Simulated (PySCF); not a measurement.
An unknown shows these calculated signals:

$^{1}$H NMR (400 MHz, computed): δ 6.18 (br s, 1H), 6.01 (m, 2H), 5.99 (m, 2H), 5.94 (m, 1H), 5.80 (br s, 1H), 5.00 (m, 1H), 2.36 (s, 3H).

$^{13}$C{$^{1}$H} NMR (computed): δ 179.9 (C), 148.5 (C), 135.3 (CH2), 115.3 (CH2), 28.7 (CH3).

Computed data (PySCF 2.14): geometry from GFN2-xTB, σ from GIAO-PBE0/pcSseg-1. Averaged over atoms made equivalent by symmetry, fast rotation or ring inversion, in vacuum, one computed conformer, non-relativistic Hamiltonian.

Chemical shifts δ = σref − σ; TMS for $^{1}$H (σref 31.72) and $^{13}$C (σref 186.93), all at this level.

Question: Which of these does the molecule contain: a heteroaromatic ring, a C≡C triple bond, a non-aromatic C=C double bond, a Si–H bond, a CF3 group?

Answer: 
- A heteroaromatic ring: no.
- A C≡C triple bond: no.
- A non-aromatic C=C double bond: yes.
- A Si–H bond: yes (δH 6.01 (m), 5.99 (m)).
- A CF3 group: no.

The data belong to SMILES C=C(C)[Si]1(C(=C)F)[SiH2]O[SiH2]1, C$_{5}$H$_{11}$FOSi$_{3}$; they needn't prove each group on their own.

Carbon signals by region: 1 in the far downfield region (above 160 ppm), 3 in the sp2 and nitrile region (100–160 ppm), 1 below 50 ppm. Above 160 ppm: 179.9, fully substituted alkene carbon.

Splittings by $^{19}$F in the carbon and heteronuclear signals aren't shown, as no couplings were computed. Shifts are as computed. Against solution values, carbons near 30 ppm lie about +3 ppm off and those near 130 ppm about +5 ppm. Of 1211 compounds with measured shifts, 218 miss one by over three times the rms of a fit or turn the order of signals round; such compounds aren't used in these exercises. Multiplicities follow the n + 1 count of equivalent neighbours, as no J values were calculated; m marks all less simple cases, F and P coupling included.
